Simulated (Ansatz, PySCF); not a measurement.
Members of the series SiXY, Y = methyl; each row names its spin state. Gas-phase values, no solvent. One relaxed conformer stands for each flexible species; it need not be the lowest. Strings in code marks are SMILES.

Quantity: adiabatic spin-state energy, in kcal/mol. HF references are unrestricted for open shells and restricted for singlets. The restricted reference of `C[SiH]`, `C[Si]F`, `C[Si]O`, `C[Si]C#N`, `B[Si]C`, `CO[Si]C`, `C#C[Si]C` and `C[Si]S` is unstable towards unrestricted orbitals.

Level 1: PBE-D3(BJ)/def2-TZVP // PBE0-D3(BJ)/def2-SVP (PySCF)
Level 2: frozen-core MP2/cc-pVTZ // PBE0-D3(BJ)/def2-SVP (Ansatz, a program for electronic structure)
Level 3: B3LYP/3-21G // PBE0-D3(BJ)/def2-SVP (PySCF)
Level 4: PBE/6-31G* // PBE0-D3(BJ)/def2-SVP (PySCF)

```tsv
species	level 1	level 2	level 3	level 4
`C[Si]S`: multiplicity 3 minus multiplicity 1	33.3	35.3	35.6	33.3
`CO[Si]C`: multiplicity 3 minus multiplicity 1	38.7	40.8	42.3	38.5
`C[Si]F`: multiplicity 3 minus multiplicity 1	38.9	40.3	42.6	39.7
`C[Si]C#N`: multiplicity 3 minus multiplicity 1	22.7	33.8	25.2	22.1
`C#C[Si]C`: multiplicity 3 minus multiplicity 1	22.4	33.8	25.2	21.9
`B[Si]C`: multiplicity 3 minus multiplicity 1	3.79	4.38	6.74	3.87
`C[Si]N`: multiplicity 3 minus multiplicity 1	39.4	41.8	43.4	39.4
`C[Si]O`: multiplicity 3 minus multiplicity 1	38.7	40.5	42.1	38.6
`C[SiH]`: multiplicity 3 minus multiplicity 1	19.1	19.4	20.8	18.4
```
